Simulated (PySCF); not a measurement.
CH3Cl2NSi2. Atoms are numbered in the order given.

```xyz
9

Cl     1.4261    -0.1192     1.6782
Si     0.2299     0.0200     0.0000
Cl     1.4261    -0.1192    -1.6782
N     -0.7369     1.5349     0.0000
C     -1.9423     1.0729     0.0000
Si    -1.9351    -0.8676     0.0000
H     -2.7985     1.7749     0.0000
H     -2.5013    -1.5188    -1.2175
H     -2.5013    -1.5188     1.2175
```

The structure is a stationary point at B3LYP-D3(BJ)/def2-SVP. This is a generated structure with no PubChem entry under its InChIKey; it may be hypothetical.

These are PBE/def2-TZVP in PySCF values and carry that method's errors.

Estimate the frontier levels, gap, dipole moment and polarisability. (An estimate is asked for; the answer gives what the named calculation found.)


- highest occupied level: -5.99 eV
- lowest empty level: -2.78 eV
- orbital gap: 3.21 eV
- dipole moment: 2.65 D
- quadrupole, principal values (traceless, Buckingham form, about the centre of nuclear charge): -4.18, -2.17, 6.35 D·Å
- mean static polarisability: 95.5 bohr³ (14.16 Å³)
- polarisability, principal values: 82.2, 87.8, 116.6 bohr³
